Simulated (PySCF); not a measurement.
Species: C6H9N.
SMILES with atom numbers: `[CH2:1]=[CH:2][C:3](=[CH2:4])/[CH:5]=[N:6]\[CH3:7]` (hydrogens: H8, H9 on C1; H10 on C2; H11, H12 on C4; H13 on C5; H14, H15, H16 on C7)

The same species was optimised twice, with GFN2-xTB and with PBE0-D3(BJ)/def2-SVP (PySCF), and the same property calculations (PySCF, gas phase) were run on both structures.

| coordinate | GFN2-xTB | PBE0-D3(BJ)/def2-SVP | change |
| --- | --- | --- | --- |
| C1=C2 (Å) | 1.328 | 1.340 | +0.012 |
| C5=N6 (Å) | 1.256 | 1.268 | +0.012 |
| C3=C4 (Å) | 1.335 | 1.345 | +0.010 |
| C3–C5 (Å) | 1.484 | 1.492 | +0.008 |
| C2–C3 (Å) | 1.457 | 1.464 | +0.007 |
| N6–C7 (Å) | 1.431 | 1.436 | +0.005 |
| C1–C2–C3 (°) | 124.3 | 125.1 | +0.8 |
| C5–N6–C7 (°) | 122.7 | 121.9 | -0.8 |
| C2–C3–C4 (°) | 121.8 | 121.2 | -0.6 |
| C2–C3–C5 (°) | 117.2 | 117.6 | +0.4 |
| C3–C5–N6 (°) | 129.4 | 129.2 | -0.2 |
| C4–C3–C5 (°) | 120.9 | 121.1 | +0.2 |
| C1–C2–C3–C4 (°) | -171 | -173 | -2 |
| C2–C3–C5–N6 (°) | -119 | -123 | -4 |

Rotational constants: A = 4107, B = 1978, C = 1565 MHz (GFN2-xTB) against A = 4162, B = 1916, C = 1523 MHz (PBE0-D3(BJ)/def2-SVP). Point groups within 0.08 Å: C1 and C1.

On the GFN2-xTB structure: lowest triplet, Tamm–Dancoff (eV) 3.33 [wB97X-D/def2-SVPD]; isotropic polarisability (au) 82.7 [wB97X-D/def2-SVPD]; HOMO (eV) -8.82 [wB97X-D/def2-SVPD]; LUMO (eV) 0.53 [wB97X-D/def2-SVPD]; dipole (D) 1.88 [wB97X-D/def2-SVPD]; HOMO (eV) -6.93 [PBE0/pcSseg-1]; LUMO (eV) -1.16 [PBE0/pcSseg-1]; dipole (D) 1.80 [PBE0/pcSseg-1]; GIAO shielding of C1 (ppm) 61.6 [PBE0/pcSseg-1]; GIAO shielding of C2 (ppm) 42.4 [PBE0/pcSseg-1]; GIAO shielding of C3 (ppm) 39.0 [PBE0/pcSseg-1]; GIAO shielding of C4 (ppm) 61.2 [PBE0/pcSseg-1]; GIAO shielding of C5 (ppm) 20.9 [PBE0/pcSseg-1]; GIAO shielding of N6 (ppm) -125.6 [PBE0/pcSseg-1]; GIAO shielding of C7 (ppm) 143.2 [PBE0/pcSseg-1].

**Question.** What do these properties become on the PBE0-D3(BJ)/def2-SVP structure?

**Answer.** 
| property | level | on GFN2-xTB | on PBE0-D3(BJ)/def2-SVP | change |
| --- | --- | --- | --- | --- |
| lowest triplet, Tamm–Dancoff (eV) | wB97X-D/def2-SVPD | 3.33 | 3.23 | -0.10 |
| isotropic polarisability (au) | wB97X-D/def2-SVPD | 82.7 | 84.7 | +2.0 |
| HOMO (eV) | wB97X-D/def2-SVPD | -8.82 | -8.81 | +0.01 |
| LUMO (eV) | wB97X-D/def2-SVPD | 0.53 | 0.43 | -0.10 |
| dipole (D) | wB97X-D/def2-SVPD | 1.88 | 1.92 | +0.04 |
| energy, GFN2-xTB geometry as zero (kcal/mol) | wB97X-D/def2-SVPD | 0.0 | -1.0 | -1.0 |
| HOMO (eV) | PBE0/pcSseg-1 | -6.93 | -6.98 | -0.05 |
| LUMO (eV) | PBE0/pcSseg-1 | -1.16 | -1.25 | -0.09 |
| dipole (D) | PBE0/pcSseg-1 | 1.80 | 1.85 | +0.05 |
| energy, GFN2-xTB geometry as zero (kcal/mol) | PBE0/pcSseg-1 | 0.0 | -0.5 | -0.5 |
| GIAO shielding of C1 (ppm) | PBE0/pcSseg-1 | 61.6 | 58.9 | -2.7 |
| GIAO shielding of C2 (ppm) | PBE0/pcSseg-1 | 42.4 | 39.4 | -3.0 |
| GIAO shielding of C3 (ppm) | PBE0/pcSseg-1 | 39.0 | 37.3 | -1.7 |
| GIAO shielding of C4 (ppm) | PBE0/pcSseg-1 | 61.2 | 57.2 | -4.0 |
| GIAO shielding of C5 (ppm) | PBE0/pcSseg-1 | 20.9 | 18.2 | -2.7 |
| GIAO shielding of N6 (ppm) | PBE0/pcSseg-1 | -125.6 | -130.2 | -4.6 |
| GIAO shielding of C7 (ppm) | PBE0/pcSseg-1 | 143.2 | 141.3 | -1.9 |

The heavy atoms differ by 0.042 Å rms after alignment. Among bonds between heavy atoms C1=C2 and C5=N6 change most and about equally (+0.012 Å). Changes are differences of the printed values. Neither structure is proved a minimum here.

Conformer computed: `[CH2:1]=[CH:2][C:3](=[CH2:4])/[CH:5]=[N:6]\[CH3:7]`: C1–C2–C3–C4 -173°, C2–C3–C5–N6 -123°.

Note: wB97X-D ran without an empirical dispersion term, which enters the total energy and its gradient alone.
